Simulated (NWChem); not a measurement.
# PbSiH₃I, singlet; SMILES [I][Pb][SiH3]

All runs: NWChem. Low-valent species are run as closed-shell singlets; no triplet was tried in these runs. Coordinates come from a PBE-D3(BJ)/def2-SVP optimisation. def2 effective core potentials on I, Pb; no spin-orbit coupling. Ions are spin-unrestricted doublets at the neutral geometry; other ion states weren't tried.

Problem. Among these, which level gives the lowest value of “−ε(HOMO) (eV)”?
(A) LRC-wPBEh/def2-SVP
(B) PBE/def2-SVP
(C) B3LYP/def2-SVP
(D) Hartree-Fock/def2-SVP

Solution. B, PBE/def2-SVP. Values: PBE/def2-SVP 5.43; B3LYP/def2-SVP 6.16; LRC-wPBEh/def2-SVP 8.07; Hartree-Fock/def2-SVP 8.35
